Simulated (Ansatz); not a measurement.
Relaxation of ClH6PSn (9 atoms, charge 0, multiplicity 1), to a largest force component of 0.03 eV/Å in at most 50 steps.

These are results of RKS PBE/def2-SVP (Ansatz 0.2.0), not measurements.

```xyz
9
Properties=species:S:1:pos:R:3:forces:R:3
Sn 0.253 -0.041 -0.073 0.35 -0.04 0.05
Cl 0.650 -0.072 2.296 0.05 -0.01 -0.18
H 1.826 0.143 -0.757 0.01 0.01 -0.01
H -0.746 1.319 -0.411 -0.04 -0.03 0.02
H -0.435 -1.566 -0.485 -0.01 0.03 0.02
P -3.154 0.250 1.258 -0.53 0.04 -0.04
H -2.923 -0.890 0.407 0.00 -0.01 -0.01
H -3.804 -0.572 2.252 0.01 0.04 -0.03
H -1.884 0.119 1.897 0.16 -0.04 0.18
```

Task: Where does it end, and by what steps?

Result: The forces met the threshold. The force dipped under the threshold on the way, but the program's further checks kept it going. After 21 steps the energy has fallen by 0.109 eV; H7 moved furthest, 0.89 Å.

```
step  energy less start (eV)  largest force component (eV/Å)  accepted
   0                  0.0000                           0.535       yes
   1                 -0.0771                           0.171       yes
   2                 -0.0933                           0.070       yes
   3                 -0.0939                           0.156       yes
   4                 -0.0978                           0.039       yes
   5                 -0.1001                           0.012       yes
   6                 -0.1003                           0.179       yes
   7                 -0.1024                           0.068       yes
   8                 -0.1028                           0.035       yes
   9                 -0.1037                           0.005       yes
  10                 -0.1002                           0.298        no
  11                 -0.1047                           0.087       yes
  12                 -0.1046                           0.130        no
  13                 -0.1053                           0.049       yes
  14                 -0.1058                           0.043       yes
  15                 -0.1062                           0.096       yes
  16                 -0.1066                           0.092       yes
  17                 -0.1069                           0.065       yes
  18                 -0.1074                           0.005       yes
  19                 -0.1077                           0.155       yes
  20                 -0.1084                           0.049       yes
  21                 -0.1088                           0.004       yes
```

```xyz
9
Properties=species:S:1:pos:R:3
Sn 0.691 -0.130 -0.299
Cl 0.605 -0.070 2.082
H 2.302 0.311 -0.724
H -0.474 1.013 -0.851
H 0.305 -1.746 -0.757
P -3.767 0.299 1.837
H -3.564 -0.278 0.531
H -3.959 -0.997 2.437
H -2.355 0.287 2.126
```

Whether the end is a true minimum wasn't checked by a vibrational analysis.

Run time: 56 s on 2 threads of Arm Neoverse N1, on a shared host, peak memory 0.13 GiB.
